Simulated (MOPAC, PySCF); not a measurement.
[Zn(Cl)(CH3)], neutral singlet in the gas phase. 

Cartesian coordinates (Å):
```xyz
6

Zn     0.0070     0.0017     0.0016
Cl     2.0083     0.4934     0.4553
C     -1.8114    -0.4450    -0.4107
H     -1.9358    -1.5349    -0.5130
H     -2.1274     0.0231    -1.3566
H     -2.4919    -0.0987     0.3836
```
Charge 0, multiplicity 1.

All levels are single points at this geometry (r2SCAN-D4/def2-SVP); Pople sets use spherical d functions. Orbital energies aren't observables, and empty levels follow the basis.

TPSSh-D3(BJ)/def2-TZVP in PySCF gives HOMO (eV) = -7.92.

Task: Estimate the HOMO (eV) from each of these levels: PBE-D3(BJ)/def2-TZVP in PySCF; SVWN5/6-31G* (LANL2DZ on Zn) in PySCF; HF/3-21G in PySCF; AM1 in MOPAC; PM3 in MOPAC.

Result: 
| level | HOMO (eV) |
|---|---|
| PBE-D3(BJ)/def2-TZVP in PySCF | -7.28 |
| SVWN5/6-31G* (LANL2DZ on Zn) in PySCF | -7.23 |
| HF/3-21G in PySCF | -11.13 |
| AM1 in MOPAC | -11.32 |
| PM3 in MOPAC | -10.85 |
